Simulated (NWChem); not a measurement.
Program: NWChem. System: GeI₂, charge 0, spin multiplicity 1, at a geometry optimised with B3LYP/def2-SVP with def2 effective core potentials on I. The structure started from a generated list of species. Level: RHF/def2-TZVP with def2 effective core potentials on I.

The NWChem input:

```
start mol
memory heap 200 mb stack 900 mb global 1100 mb
geometry units angstroms nocenter noautoz
  Ge     0.000000     0.000000     1.227102
  I     -2.041421     0.000000    -0.370446
  I      2.041421     0.000000    -0.370446
  symmetry group C2v
end
basis spherical
  * library def2-tzvp
end
ecp
  I library def2-ecp
end
scf
  rhf
  nopen 0
  maxiter 100
  thresh 1e-7
  semidirect memsize 60000000 filesize 0
end
task scf energy
```

NWChem printed:

```
             Northwest Computational Chemistry Package (NWChem) 7.3.0
             --------------------------------------------------------

                                NWChem Input Module
                                -------------------

 Scaling coordinates for geometry "geometry" by  1.889725989
 (inverse scale =  0.529177249)

 Turning off AUTOSYM since
 SYMMETRY directive was detected!

                             Geometry "geometry" -> ""
                             -------------------------

 Output coordinates in angstroms (scale by  1.889725989 to convert to a.u.)

  No.       Tag          Charge          X              Y              Z
 ---- ---------------- ---------- -------------- -------------- --------------
    1 Ge                  32.0000     0.00000000     0.00000000     1.22710200
    2 I                   53.0000    -2.04142100     0.00000000    -0.37044600
    3 I                   53.0000     2.04142100     0.00000000    -0.37044600

 Effective nuclear repulsion energy (a.u.)    1056.5216748717

            Nuclear Dipole moment (a.u.)
            ----------------------------
        X                 Y               Z
 ---------------- ---------------- ----------------
     0.0000000000     0.0000000000    -0.0000226767

      Symmetry information
      --------------------

 Group name             C2v
 Group number             16
 Group order               4
 No. of unique centers     2

      Symmetry unique atoms

     1    2


 Summary of "ao basis" -> "" (spherical)
 ------------------------------------------------------------------------------
       Tag                 Description            Shells   Functions and Types
 ---------------- ------------------------------  ------  ---------------------
 *                         def2-tzvp                  on all atoms

 Summary of "ao basis" -> "ao basis" (spherical)
 ------------------------------------------------------------------------------
       Tag                 Description            Shells   Functions and Types
 ---------------- ------------------------------  ------  ---------------------
 Ge                        def2-tzvp                16       48   6s5p4d1f
 I                         def2-tzvp                16       50   6s5p3d2f

                                 NWChem SCF Module
                                 -----------------

  ao basis        = "ao basis"
  functions       =   148
  atoms           =     3
  closed shells   =    41
  open shells     =     0
  charge          =   0.00
  wavefunction    = RHF
  use symmetry    = T
  symmetry adapt  = T

 Summary of "ao basis" -> "ao basis" (spherical)
 ------------------------------------------------------------------------------
       Tag                 Description            Shells   Functions and Types
 ---------------- ------------------------------  ------  ---------------------
 Ge                        def2-tzvp                16       48   6s5p4d1f
 I                         def2-tzvp                16       50   6s5p3d2f

      Symmetry analysis of basis
      --------------------------

        a1         54
        a2         22
        b1         44
        b2         28

 Forming initial guess at       0.3s

      Superposition of Atomic Density Guess
      -------------------------------------

 Sum of atomic energies:       -2769.62972550

      Non-variational initial energy
      ------------------------------

 Total energy =   -2668.801164
 1-e energy   =   -4744.742623
[...]
             Final eigenvalues
             -----------------

              1
    1 -405.3184
    2  -52.2238
    3  -46.3106
    4  -46.3097
    5  -46.3093
    6   -7.7343
    7   -7.7343
    8   -7.2654
    9   -5.5854
   10   -5.5854
   11   -5.5816
   12   -5.5816
   13   -5.5801
   14   -5.5801
   15   -5.2388
   16   -5.2355
   17   -5.2337
   18   -2.2806
   19   -2.2806
   20   -2.2789
   21   -2.2789
   22   -2.2773
   23   -2.2773
   24   -2.2730
   25   -2.2730
   26   -2.2729
   27   -2.2729
   28   -1.7129
   29   -1.7115
   30   -1.7093
   31   -1.7066
   32   -1.7048
   33   -0.9099
   34   -0.8829
   35   -0.6317
   36   -0.4400
   37   -0.4133
   38   -0.3986
   39   -0.3737
   40   -0.3630
   41   -0.3438
   42   -0.0191
   43    0.0522
   44    0.0740
   45    0.2232
   46    0.2238
   47    0.2445
   48    0.2501
   49    0.2595
   50    0.2617
   51    0.2646

                       ROHF Final Molecular Orbital Analysis
                       -------------------------------------

 Vector   39  Occ=2.000000D+00  E=-3.737301D-01  Symmetry=a2
              MO Center= -6.7D-14, -2.6D-15, -3.1D-01, r^2= 6.1D+00
   Bfn.  Coefficient  Atom+Function         Bfn.  Coefficient  Atom+Function
  ----- ------------  ---------------      ----- ------------  ---------------
    65      0.399669  2 I  py               115     -0.399669  3 I  py
    59     -0.316449  2 I  py               109      0.316449  3 I  py
    62      0.243002  2 I  py               112     -0.243002  3 I  py
    68      0.196609  2 I  py               118     -0.196609  3 I  py

 Vector   40  Occ=2.000000D+00  E=-3.630392D-01  Symmetry=b1
              MO Center= -2.7D-14, -4.9D-16, -3.0D-01, r^2= 6.4D+00
   Bfn.  Coefficient  Atom+Function         Bfn.  Coefficient  Atom+Function
  ----- ------------  ---------------      ----- ------------  ---------------
    64      0.338522  2 I  px               114      0.338522  3 I  px
    58     -0.265719  2 I  px               108     -0.265719  3 I  px
    66     -0.237676  2 I  pz               116      0.237676  3 I  pz
    61      0.204264  2 I  px               111      0.204264  3 I  px
    60      0.189490  2 I  pz               110     -0.189490  3 I  pz

 Vector   41  Occ=2.000000D+00  E=-3.438318D-01  Symmetry=a1
              MO Center=  1.1D-13, -6.5D-16,  3.8D-01, r^2= 5.9D+00
   Bfn.  Coefficient  Atom+Function         Bfn.  Coefficient  Atom+Function
  ----- ------------  ---------------      ----- ------------  ---------------
     6      0.365104  1 Ge s                 66     -0.333476  2 I  pz
   116     -0.333476  3 I  pz                 5      0.281316  1 Ge s
    60      0.260262  2 I  pz               110      0.260262  3 I  pz
    18      0.246196  1 Ge pz                21      0.222031  1 Ge pz
    63     -0.199769  2 I  pz               113     -0.199769  3 I  pz

 Vector   42  Occ=0.000000D+00  E=-1.909699D-02  Symmetry=b2
              MO Center= -2.4D-14,  2.5D-15,  1.0D+00, r^2= 4.1D+00
   Bfn.  Coefficient  Atom+Function         Bfn.  Coefficient  Atom+Function
  ----- ------------  ---------------      ----- ------------  ---------------
    20      0.743184  1 Ge py                17      0.378805  1 Ge py
    11     -0.177555  1 Ge py                68     -0.167055  2 I  py
   118     -0.167055  3 I  py                65     -0.157437  2 I  py
   115     -0.157437  3 I  py

 Vector   43  Occ=0.000000D+00  E= 5.215510D-02  Symmetry=a1
              MO Center= -4.7D-13, -1.7D-14,  5.1D-01, r^2= 7.3D+00
   Bfn.  Coefficient  Atom+Function         Bfn.  Coefficient  Atom+Function
  ----- ------------  ---------------      ----- ------------  ---------------
    21      0.945505  1 Ge pz                 6     -0.798536  1 Ge s
    67      0.488790  2 I  px               117     -0.488790  3 I  px
    54      0.446732  2 I  s                104      0.446732  3 I  s
    18      0.299554  1 Ge pz                69      0.240316  2 I  pz
   119      0.240316  3 I  pz                 5     -0.214382  1 Ge s

 Vector   44  Occ=0.000000D+00  E= 7.403559D-02  Symmetry=b1
              MO Center=  5.6D-14,  7.4D-17,  6.7D-01, r^2= 7.1D+00
   Bfn.  Coefficient  Atom+Function         Bfn.  Coefficient  Atom+Function
  ----- ------------  ---------------      ----- ------------  ---------------
    19      1.245531  1 Ge px                54      0.563899  2 I  s
   104     -0.563899  3 I  s                 69      0.423737  2 I  pz
   119     -0.423737  3 I  pz                67      0.400315  2 I  px
   117      0.400315  3 I  px                16      0.321659  1 Ge px
    66      0.187420  2 I  pz               116     -0.187420  3 I  pz

 center of mass
 --------------
 x =   0.00000000 y =   0.00000000 z =  -0.01908497

 moments of inertia (a.u.)
 ------------------
         521.753158356877           0.000000000000           0.000000000000
           0.000000000000        4298.829947749491           0.000000000000
           0.000000000000           0.000000000000        3777.076789392614

  Mulliken analysis of the total density
  --------------------------------------

    Atom       Charge   Shell Charges
 -----------   ------   -------------------------------------------------------
    1 Ge  32    31.41   2.00  2.00  1.18  0.78  1.10  0.78  5.98  4.40  1.59  0.79  0.62  8.93  1.08  0.03  0.13  0.02
    2 I   25    25.30   0.19 -0.77  1.58  1.01  1.07  0.88 -0.49  6.45  1.32  2.94  1.07  9.23  0.76  0.05  0.00  0.00
    3 I   25    25.30   0.19 -0.77  1.58  1.01  1.07  0.88 -0.49  6.45  1.32  2.94  1.07  9.23  0.76  0.05  0.00  0.00

       Multipole analysis of the density wrt the origin
       ------------------------------------------------

     L   x y z        total         open         nuclear
     -   - - -        -----         ----         -------
     0   0 0 0      0.000000      0.000000     82.000000

     1   1 0 0     -0.000000      0.000000      0.000000
     1   0 1 0     -0.000000      0.000000      0.000000
     1   0 0 1      0.740856      0.000000     39.202298

     2   2 0 0    -56.565685      0.000000    744.102617
     2   1 1 0     -0.000000      0.000000      0.000000
     2   1 0 1     -0.000000      0.000000      0.000000
     2   0 2 0    -52.391116      0.000000      0.000000
     2   0 1 1      0.000000      0.000000      0.000000
     2   0 0 2    -52.382545      0.000000    196.574414

 Task  times  cpu:        8.2s     wall:        8.2s

 Total times  cpu:        8.2s     wall:        8.2s
```
